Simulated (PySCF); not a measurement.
A structure optimised at r2SCAN-D4/def2-TZVPD, used in a PySCF frequency run:

```xyz
3

C      0.0000     0.0000     0.5157
O      0.0000     0.0000    -0.5883
H      0.0000     0.0000     1.6126
```
Charge +1, spin multiplicity 1.

### Question
Write its SMILES, formula and point group.

### Answer
C#[O+], CHO, C∞v

### Question
What are its rotational constants (standard atomic weights)?

### Answer
44.861 GHz (linear rotor, B only)
